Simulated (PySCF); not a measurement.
# Ar²⁺: excitation energy

Ar²⁺ [Ne] 3s2 3p4 (3P) → Ar²⁺ [Ne] 3s1 3p4 3d1 (high-spin determinant), as a difference of total energies. Computed with PySCF 2.14 in dyall-av3z (19s12p3d2f, 84 functions), with the non-relativistic Hamiltonian (point nucleus). Correlated levels: valence: [Ne] frozen; virtual orbitals above 40 to 60 times the deepest correlated orbital energy dropped. The calculations carry no spin-orbit coupling.

| method | excitation energy (cm⁻¹) |
| --- | --- |
| UHF | 263050 |
| MP2 (valence) | 267630 |
| SCS-MP2 (valence) | 268780 |
| CCSD (valence) | 262590 |
| CCSD(T) (valence) | 261000 |

The promoted electron is Rydberg-like, and one or two diffuse shells describe it only roughly, which tends to raise the upper state.

The coupled-cluster amplitudes are large for the upper state (T1 above 0.03 or a double amplitude above 0.15), so a single reference is strained.

The determinant of the upper state mixes LS terms, which raises its energy above the lowest term, most at the Hartree-Fock and MP2 levels.
